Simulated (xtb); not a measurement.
CH$_{5}$O (SMILES C[OH2+]), charge +1, singlet, from a rough starting geometry; GFN2-xTB run with xtb 6.7.1.

The xtb input:
```
$ xtb mol.xyz --gfn 2 --chrg 1 --opt vtight --json

# file mol.xyz
7

C     -0.09936247     0.55788743     0.04850035
O     -0.05524792    -0.89218679     0.08783591
H     -1.07774506     0.88151784     0.11579449
H      0.91661749    -1.19346745     0.11621539
H      0.47989888     0.98412241     0.98604555
H      0.46696458     0.94794483    -0.84604137
H     -0.68554539    -1.31126386    -0.56008361
```

The log (banner, timings and long lists left out):

```
   ID    Z sym.   atoms
    1    6 C      1
    2    8 O      2
    3    1 H      3-7

           -------------------------------------------------
          |                Calculation Setup                |
           -------------------------------------------------

           -------------------------------------------------
          |                 G F N 2 - x T B                 |
           -------------------------------------------------

          ...................................................
          :                      SETUP                      :
          :.................................................:
          :  # basis functions                  13          :
          :  # atomic orbitals                  13          :
          :  # shells                            9          :
          :  # electrons                        14          :
          :  max. iterations                   250          :
          :  Hamiltonian                  GFN2-xTB          :
          :  restarted?                      false          :
          :  GBSA solvation                  false          :
          :  PC potential                    false          :
          :  electronic temp.          300.0000000     K    :
          :  accuracy                    1.0000000          :
          :  -> integral cutoff          0.2500000E+02      :
          :  -> integral neglect         0.1000000E-07      :
          :  -> SCF convergence          0.1000000E-05 Eh   :
          :  -> wf. convergence          0.1000000E-03 e    :
          :  Broyden damping             0.4000000          :
          :  net charge                          1          :
          :  unpaired electrons                  0          :
          ...................................................

 iter      E             dE          RMSdq      gap      omega  full diag
   1     -8.3110237 -0.831102E+01  0.432E+00   10.44       0.0  T
   2     -8.3189844 -0.796070E-02  0.286E+00   10.00       1.0  T
   3     -8.3201163 -0.113196E-02  0.466E-01    9.33       1.0  T
   4     -8.3202310 -0.114652E-03  0.180E-01    9.30       1.0  T
   5     -8.3202467 -0.156896E-04  0.502E-02    9.39       1.0  T
   6     -8.3202472 -0.528260E-06  0.820E-03    9.41       4.6  T
   7     -8.3202472 -0.425140E-07  0.280E-03    9.40      13.5  T
   8     -8.3202473 -0.225382E-07  0.552E-04    9.40      68.4  T
   9     -8.3202473 -0.156113E-09  0.115E-04    9.40     330.0  T

   *** convergence criteria satisfied after 9 iterations ***

         :::::::::::::::::::::::::::::::::::::::::::::::::::::
         ::                     SUMMARY                     ::
         :::::::::::::::::::::::::::::::::::::::::::::::::::::
         :: total energy              -8.246350149447 Eh    ::
         :: gradient norm              0.103580770912 Eh/a0 ::
         :: HOMO-LUMO gap              9.404077836102 eV    ::
         ::.................................................::
         :: SCC energy                -8.320247171622 Eh    ::
         :: -> isotropic ES            0.125463163334 Eh    ::
         :: -> anisotropic ES         -0.005766715058 Eh    ::
         :: -> anisotropic XC          0.004874104836 Eh    ::
         :: -> dispersion             -0.000998866752 Eh    ::
         :: repulsion energy           0.073897022175 Eh    ::
         :: add. restraining           0.000000000000 Eh    ::
         :: total charge               1.000000000000 e     ::
         :::::::::::::::::::::::::::::::::::::::::::::::::::::

      -----------------------------------------------------------
     |                   =====================                   |
     |                        A N C O P T                        |
     |                   =====================                   |
     |               Approximate Normal Coordinate               |
     |                Rational Function Optimizer                |
      -----------------------------------------------------------
      -----------------------------------------------------------
     |                   =====================                   |
     |                        A N C O P T                        |
     |                   =====================                   |
     |               Approximate Normal Coordinate               |
     |                Rational Function Optimizer                |
      -----------------------------------------------------------

          ...................................................
          :                      SETUP                      :
          :.................................................:
          :   optimization level         verytight          :
          :   max. optcycles                   200          :
          :   ANC micro-cycles                  20          :
          :   degrees of freedom                15          :
          :.................................................:
          :   RF solver                   davidson          :
          :   write xtbopt.log                true          :
          :   linear?                        false          :
          :   energy convergence         0.1000000E-06 Eh   :
          :   grad. convergence          0.2000000E-03 Eh/α :
          :   maxmium RF displ.          1.0000000          :
          :   Hlow (freq-cutoff)         0.1000000E-01      :
          :   Hmax (freq-cutoff)         5.0000000          :
          :   S6 in model hess.         20.0000000          :
          ...................................................

generating ANC from exact Hessian ...
Using Lindh-Hessian (1995)
 Shifting diagonal of input Hessian by    0.0000000000000000
 Lowest  eigenvalues of input Hessian
    0.000000    0.000000    0.000000    0.000000    0.000000    0.000000
    0.021450    0.044990    0.049796    0.072102    0.088966    0.127576
    0.156428    0.184447    0.255737    0.418952    0.806296    0.915939
[...]
 * total energy  :    -8.2463501 Eh     change       -0.1446665E-10 Eh
 * total energy  :    -8.2552027 Eh     change       -0.8852578E-02 Eh
 * total energy  :    -8.2564709 Eh     change       -0.1268186E-02 Eh
 * total energy  :    -8.2566007 Eh     change       -0.1297807E-03 Eh
 * total energy  :    -8.2566408 Eh     change       -0.4009424E-04 Eh
 * total energy  :    -8.2566544 Eh     change       -0.1365302E-04 Eh
 * total energy  :    -8.2566616 Eh     change       -0.7196564E-05 Eh
 * total energy  :    -8.2566658 Eh     change       -0.4209560E-05 Eh
 * total energy  :    -8.2566674 Eh     change       -0.1591644E-05 Eh
 * total energy  :    -8.2566675 Eh     change       -0.6217279E-07 Eh
   *** GEOMETRY OPTIMIZATION CONVERGED AFTER 10 ITERATIONS ***
[...]
          :  restarted?                      false          :
          :  GBSA solvation                  false          :
          :  PC potential                    false          :
          :  electronic temp.          300.0000000     K    :
          :  accuracy                    1.0000000          :
          :  -> integral cutoff          0.2500000E+02      :
          :  -> integral neglect         0.1000000E-07      :
          :  -> SCF convergence          0.1000000E-05 Eh   :
          :  -> wf. convergence          0.1000000E-03 e    :
          :  Broyden damping             0.4000000          :
          :  net charge                          1          :
          :  unpaired electrons                  0          :
          ...................................................

 iter      E             dE          RMSdq      gap      omega  full diag
   1     -8.3401177 -0.834012E+01  0.627E-06   10.36       0.0  T
   2     -8.3401177 -0.888178E-14  0.347E-06   10.36   10904.8  T
   3     -8.3401177 -0.230926E-13  0.878E-07   10.36   43069.7  T

   *** convergence criteria satisfied after 3 iterations ***

         :::::::::::::::::::::::::::::::::::::::::::::::::::::
         ::                     SUMMARY                     ::
         :::::::::::::::::::::::::::::::::::::::::::::::::::::
         :: total energy              -8.256667501308 Eh    ::
         :: gradient norm              0.000094836314 Eh/a0 ::
         :: HOMO-LUMO gap             10.357805109094 eV    ::
         ::.................................................::
         :: SCC energy                -8.340117646454 Eh    ::
         :: -> isotropic ES            0.126105915936 Eh    ::
         :: -> anisotropic ES         -0.004363010573 Eh    ::
         :: -> anisotropic XC          0.004298778572 Eh    ::
         :: -> dispersion             -0.000992859183 Eh    ::
         :: repulsion energy           0.083450145146 Eh    ::
         :: add. restraining           0.000000000000 Eh    ::
         :: total charge               1.000000000000 e     ::
         :::::::::::::::::::::::::::::::::::::::::::::::::::::

           -------------------------------------------------
          |                Property Printout                |
           -------------------------------------------------

    * Orbital Energies and Occupations

         #    Occupation            Energy/Eh            Energy/eV
      -------------------------------------------------------------
         1        2.0000           -1.0124623             -27.5505
         2        2.0000           -0.9149525             -24.8971
         3        2.0000           -0.9014416             -24.5295
         4        2.0000           -0.8424024             -22.9229
         5        2.0000           -0.7910870             -21.5266
         6        2.0000           -0.7083579             -19.2754
         7        2.0000           -0.7007794             -19.0692 (HOMO)
         8                         -0.3201371              -8.7114 (LUMO)
         9                         -0.1761085              -4.7922
        10                         -0.0876681              -2.3856
        11                         -0.0622950              -1.6951
        12                         -0.0048070              -0.1308
        13                          0.0108900               0.2963
      -------------------------------------------------------------
                  HL-Gap            0.3806423 Eh           10.3578 eV
             Fermi-level           -0.5104583 Eh          -13.8903 eV

     #   Z          covCN         q      C6AA      α(0)
     1   6 C        3.617    -0.043    21.845     6.742
     2   8 O        2.448    -0.195    17.229     5.606
     3   1 H        0.925     0.149     1.401     1.851
     4   1 H        0.803     0.408     0.471     1.078
     5   1 H        0.925     0.149     1.401     1.851
     6   1 H        0.925     0.126     1.564     1.956
     7   1 H        0.803     0.408     0.471     1.078

 Mol. C6AA /au·bohr⁶  :        189.706168
 Mol. C8AA /au·bohr⁸  :       3717.241694
 Mol. α(0) /au        :         20.162387

Wiberg/Mayer (AO) data.
largest (>0.10) Wiberg bond orders for each atom

 ---------------------------------------------------------------------------
     #   Z sym  total        # sym  WBO       # sym  WBO       # sym  WBO
 ---------------------------------------------------------------------------
     1   6 C    3.789 --     6 H    0.975     3 H    0.967     5 H    0.967
                             2 O    0.877
     2   8 O    2.532 --     1 C    0.877     4 H    0.822     7 H    0.822
     3   1 H    0.978 --     1 C    0.967
     4   1 H    0.834 --     2 O    0.822
     5   1 H    0.978 --     1 C    0.967
     6   1 H    0.984 --     1 C    0.975
     7   1 H    0.834 --     2 O    0.822
 ---------------------------------------------------------------------------

Topologies differ in total number of bonds
Writing topology from bond orders to xtbtopo.mol

molecular dipole:
                 x           y           z       tot (Debye)
 q only:        0.165      -0.902      -0.322
   full:        0.262      -1.096      -0.504       3.139
molecular quadrupole (traceless):
                xx          xy          yy          xz          yz          zz
 q only:       -0.907      -0.924       3.402       1.038       1.686      -2.495
  q+dip:       -0.021      -1.168       2.080       1.333       2.293      -2.059
   full:       -0.408      -1.199       2.893       1.359       2.296      -2.485

optimized geometry written to: xtbopt.xyz

           -------------------------------------------------
          | TOTAL ENERGY               -8.256667501308 Eh   |
          | GRADIENT NORM               0.000094836314 Eh/α |
          | HOMO-LUMO GAP              10.357805109094 eV   |
           -------------------------------------------------

normal termination of xtb
```
